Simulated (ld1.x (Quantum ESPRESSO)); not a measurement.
# Reading a pseudo-wave (aluminium)

Columns: radius, all-electron u(r) and pseudo u(r) of the 3s shell (level -8.27 eV) of aluminium in the configuration [Ne] 3s1.5 3p1.5; LDA (PZ), scalar-relativistic, TM scheme, ld1.x (Quantum ESPRESSO) 7.5.

```
r (bohr)  all-electron  pseudo
   0.113        0.1019  0.0293
   0.225       -0.1314  0.0586
   0.338       -0.2784  0.0886
   0.450       -0.3031  0.1191
   0.563       -0.2437  0.1511
   0.675       -0.1394  0.1852
   0.788       -0.0152  0.2233
   0.900        0.1099  0.2663
   1.013        0.2284  0.3168
   1.125        0.3332  0.3741
   1.238        0.4238  0.4375
   1.350        0.4983  0.5009
   1.463        0.5585  0.5586
   1.575        0.6045  0.6045
   1.688        0.6385  0.6385
   1.800        0.6612  0.6612
   1.913        0.6745  0.6745
   2.025        0.6794  0.6794
   2.138        0.6775  0.6775
   2.250        0.6697  0.6697
   2.363        0.6572  0.6572
   2.475        0.6409  0.6409
   2.588        0.6215  0.6215
   2.700        0.6001  0.6001
   2.813        0.5767  0.5767
   2.925        0.5525  0.5525
```

Question: How many radial nodes do the two functions have?

Answer: The all-electron 3s function has n − l − 1 = 2; the pseudo-wave has 0, since the states of the same l below it are removed with the core.

Question: At about which radius was the pseudo-wave matched?

Answer: 1.60 bohr. The columns agree to 0.0005 from 1.46 bohr on; several derivatives are matched, so the curves merge somewhat inside the radius.

Question: Is the pseudo-wave norm-conserving?

Answer: Yes: the TM scheme keeps the norm inside the radius equal to the all-electron one, which fixes the energy derivative of the logarithmic derivative at the level.
